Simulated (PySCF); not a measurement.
PBE0 on Mo⁻ (molybdenum, charge -1), [Kr] 4d5 5s2, high-spin 6S determinant. Calculation: PySCF 2.14, in aug-cc-pVTZ-PP with one added diffuse shell each of s, p, d, f, g type with ECP28MDF (7s7p6d4f3g, 113 functions); a scalar-relativistic core potential.

```
cycle= 1 E= -67.8887760392944  delta_E= -0.0126  |g|= 0.0266  |ddm|= 1.81
cycle= 2 E= -67.8898531889446  delta_E= -0.00108  |g|= 0.0327  |ddm|= 0.16
cycle= 3 E= -67.8908026183102  delta_E= -0.000949  |g|= 0.00478  |ddm|= 0.213
cycle= 4 E= -67.8910563098054  delta_E= -0.000254  |g|= 0.0036  |ddm|= 0.213
cycle= 5 E= -67.8911531179767  delta_E= -9.68e-05  |g|= 0.000602  |ddm|= 0.159
cycle= 6 E= -67.8911557397989  delta_E= -2.62e-06  |g|= 0.000109  |ddm|= 0.03
cycle= 7 E= -67.8911558108009  delta_E= -7.1e-08  |g|= 5.86e-06  |ddm|= 0.00446
cycle= 8 E= -67.8911558111876  delta_E= -3.87e-10  |g|= 1.46e-06  |ddm|= 0.000325
converged SCF energy = -67.8911558111876  <S^2> = 8.9378466  2S+1 = 6.0622922
```

Highest occupied orbital energy: 0.705 eV; ⟨L²⟩ = 0.00; populations by l: s 4.00, p 6.00, d 5.00, f 0.00.

Can this result be used?

With care. The calculation finished and met its thresholds. Energies and moments cover only the electrons outside the core potential. ⟨S²⟩ = 8.94 against 8.75 shows spin contamination. At PBE0 the highest occupied level has a positive energy, so only the finite basis holds that electron; in a semilocal or global hybrid functional this comes from self-interaction and does not mean that the real anion is unbound.
